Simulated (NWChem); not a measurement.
System: GeH$_{2}$S, singlet; SMILES [SH][GeH]

The following NWChem deck was run.

```
start job
memory heap 200 mb stack 900 mb global 1100 mb
geometry units angstroms noautosym nocenter noautoz
  Ge     0.014492     0.783323     0.001785
  H     -1.591868     0.798152     0.002106
  S     -0.040967    -1.465694     0.002577
  H      1.297002    -1.664965     0.002440
end
basis spherical
  * library pcsseg-2
end
dft
  xc pbe0
  iterations 150
end
property
  shielding
end
task dft property
```

Parts of the log:

```
             Northwest Computational Chemistry Package (NWChem) 7.3.0
             --------------------------------------------------------

                             Geometry "geometry" -> ""
                             -------------------------

 Output coordinates in angstroms (scale by  1.889725989 to convert to a.u.)

  No.       Tag          Charge          X              Y              Z
 ---- ---------------- ---------- -------------- -------------- --------------
    1 Ge                  32.0000     0.01449200     0.78332300     0.00178500
    2 H                    1.0000    -1.59186800     0.79815200     0.00210600
    3 S                   16.0000    -0.04096700    -1.46569400     0.00257700
    4 H                    1.0000     1.29700200    -1.66496500     0.00244000

 Effective nuclear repulsion energy (a.u.)     146.5851431724

                              NWChem Property Module
                              ----------------------

  itol2e modified to match energy
  convergence criterion.

                                 NWChem DFT Module
                                 -----------------

 Summary of "ao basis" -> "ao basis" (spherical)
 ------------------------------------------------------------------------------
       Tag                 Description            Shells   Functions and Types
 ---------------- ------------------------------  ------  ---------------------
 Ge                         pcsseg-2                21       63   6s10p4d1f
 H                          pcsseg-2                 6       14   3s2p1d
 S                          pcsseg-2                15       43   5s7p2d1f

  itol2e modified to match energy
  convergence criterion.

            General Information
            -------------------
          SCF calculation type: DFT
          Wavefunction type:  closed shell.
          No. of atoms     :     4
          No. of electrons :    50
           Alpha electrons :    25
            Beta electrons :    25
          Charge           :     0
          Spin multiplicity:     1
          Use of symmetry is: off; symmetry adaption is: off
          Maximum number of iterations: 150
          AO basis - number of functions:   134
                     number of shells:    48
          Convergence on energy requested:  1.00D-07
          Convergence on density requested:  1.00D-05
          Convergence on gradient requested:  5.00D-04

              XC Information
              --------------
                         PBE0 Method XC Functional
                     Hartree-Fock (Exact) Exchange  0.250
          PerdewBurkeErnzerhof Exchange Functional  0.750
            Perdew 1991 LDA Correlation Functional  1.000 local
           PerdewBurkeErnz. Correlation Functional  1.000 non-local

             Grid Information
             ----------------
          Grid used for XC integration:  fine
          Radial quadrature: Mura-Knowles
          Angular quadrature: Lebedev.
          Tag              B.-S. Rad. Rad. Pts. Rad. Cut. Ang. Pts.
          ---              ---------- --------- --------- ---------
          Ge                  1.25      140          11.0       974
          H                   0.35       60          12.0       590
          S                   1.00      123          11.0       770
          Grid pruning is: on
          Number of quadrature shells:   383
          Spatial weights used:  Erf1

      Superposition of Atomic Density Guess
      -------------------------------------

 Sum of atomic energies:       -2473.81209011

      Non-variational initial energy
      ------------------------------

 Total energy =   -2474.055234
 1-e energy   =   -3738.209217
 2-e energy   =    1117.568840
 HOMO         =      -0.241320
 LUMO         =      -0.064755

   convergence    iter        energy       DeltaE   RMS-Dens  Diis-err
 ---------------- ----- ----------------- --------- --------- ---------
 d= 0,ls=0.0,diis     1  -2476.0171871062 -2.62D+03  5.38D-03  2.13D+00
 d= 0,ls=0.0,diis     2  -2476.0236567110 -6.47D-03  5.24D-03  1.85D-01
 d= 0,ls=0.0,diis     3  -2476.0133938242  1.03D-02  2.83D-03  2.71D-01
 d= 0,ls=0.0,diis     4  -2476.0561785379 -4.28D-02  2.13D-04  6.17D-03
 d= 0,ls=0.0,diis     5  -2476.0564667713 -2.88D-04  7.90D-05  2.47D-04
  Resetting Diis
 d= 0,ls=0.0,diis     6  -2476.0564782957 -1.15D-05  2.18D-05  2.15D-05
 d= 0,ls=0.0,diis     7  -2476.0564798125 -1.52D-06  9.79D-06  1.08D-06
 d= 0,ls=0.0,diis     8  -2476.0564798225 -1.00D-08  5.57D-06  1.12D-06

         Total DFT energy =    -2476.056479822480
      One electron energy =    -3739.220336388523
           Coulomb energy =     1221.635092602992
    Exchange-Corr. energy =     -105.056379209382
 Nuclear repulsion energy =      146.585143172433

 Numeric. integr. density =       50.000000477865

                       DFT Final Molecular Orbital Analysis
                       ------------------------------------

 Vector   23  Occ=2.000000D+00  E=-3.331788D-01
              MO Center= -4.2D-01, -2.6D-01,  2.2D-03, r^2= 3.1D+00
   Bfn.  Coefficient  Atom+Function         Bfn.  Coefficient  Atom+Function
  ----- ------------  ---------------      ----- ------------  ---------------
    99      0.338661  3 S  py                31      0.231741  1 Ge px
    32     -0.218098  1 Ge py                96      0.213960  3 S  py
    65     -0.201521  2 H  s                 64     -0.171938  2 H  s
   102      0.128141  3 S  py                66     -0.094777  2 H  s
    90     -0.082289  3 S  py                28      0.076981  1 Ge px

[...]

          -----------------------------------------
          Chemical Shielding Tensors (GIAO, in ppm)
          -----------------------------------------

                                NWChem CPHF Module
                                ------------------

  scftype          =     RHF
  nclosed          =       25
  nopen            =        0
  variables        =     2725
  # of vectors     =        3
  tolerance        = 0.10D-03
  level shift      = 0.00D+00
  max iterations   =       50
  max subspace     =       30

 SCF residual:    2.2229993822357185E-004

Iterative solution of linear equations
  No. of variables     2725
  No. of equations        3
  Maximum subspace       30
        Iterations       50
       Convergence  1.0D-04

   iter   nsub   residual    time
   ----  ------  --------  ---------
     1      3    1.03D+00      69.1
     2      6    4.18D-02      80.4
     3      9    2.99D-03      91.7
     4     12    2.15D-04     103.0
     5     15    1.20D-05     114.3

      Atom:    1  Ge
        Diamagnetic
   2753.9416     -0.6253      0.0004
     -0.6253   2761.1848     -0.0022
      0.0004     -0.0022   2754.4473

        Paramagnetic
  -3090.3702    908.0637      0.0581
    908.0637  -3221.3908      0.5433
      0.0581      0.5433  -1159.6146

        Total Shielding Tensor
   -336.4286    907.4384      0.0584
    907.4384   -460.2060      0.5411
      0.0584      0.5411   1594.8327

           isotropic =     266.0660
          anisotropy =    1993.1503

          Principal Components and Axis System
                 1           2           3
             1594.8329  -1307.8638    511.2290

      1         0.0002     -0.6826      0.7308
      2         0.0003      0.7308      0.6826
      3         1.0000     -0.0001     -0.0004

      Atom:    2  H
        Diamagnetic
     40.8941     -2.5457     -0.0033
     -2.5457     22.9138     -0.0004
     -0.0033     -0.0004     20.3404

        Paramagnetic
    -15.8146      4.1314      0.0018
      4.1314     -5.3811      0.0012
      0.0018      0.0012      0.5006

        Total Shielding Tensor
     25.0796      1.5857     -0.0015
      1.5857     17.5327      0.0008
     -0.0015      0.0008     20.8410

           isotropic =      21.1511
          anisotropy =       6.3722

          Principal Components and Axis System
                 1           2           3
               25.3992     20.8410     17.2131

      1         0.9803      0.0002     -0.1976
      2         0.1976      0.0003      0.9803
      3        -0.0003      1.0000     -0.0003

      Atom:    3  S
        Diamagnetic
   1054.7166     -0.8590     -0.0002
     -0.8590   1061.9356     -0.0035
     -0.0002     -0.0035   1051.3087

        Paramagnetic
  -1629.5270    137.6113      0.1736
    137.6113   -575.5917      0.0196
      0.1736      0.0196   -428.2023

        Total Shielding Tensor
   -574.8104    136.7522      0.1734
    136.7522    486.3439      0.0160
      0.1734      0.0160    623.1064

           isotropic =     178.2133
          anisotropy =     667.3397

          Principal Components and Axis System
                 1           2           3
              623.1064   -592.1505    503.6839

      1         0.0002      0.9921      0.1258
      2         0.0003     -0.1258      0.9921
      3         1.0000     -0.0001     -0.0003

      Atom:    4  H
        Diamagnetic
     41.0961     -6.2319     -0.0011
     -6.2319     26.8164     -0.0015
     -0.0011     -0.0015     19.8383

        Paramagnetic
    -15.7861      4.0093      0.0018
      4.0093     -1.0196      0.0010
      0.0018      0.0010      3.5037

        Total Shielding Tensor
     25.3100     -2.2225      0.0007
     -2.2225     25.7969     -0.0005
      0.0007     -0.0005     23.3420

           isotropic =      24.8163
          anisotropy =       4.4595

          Principal Components and Axis System
                 1           2           3
               27.7892     23.3420     23.3176

      1        -0.6675      0.0064      0.7446
      2         0.7446      0.0060      0.6675
      3        -0.0002      1.0000     -0.0088
```

Level: PBE0/pcSseg-2, GIAO. Low-valent species are run as closed-shell singlets; no triplet was tried in these runs. Structure relaxed at the B3LYP/6-31G* (spherical d) level. The printed shielding anisotropy is the first printed principal value minus the mean of the other two.
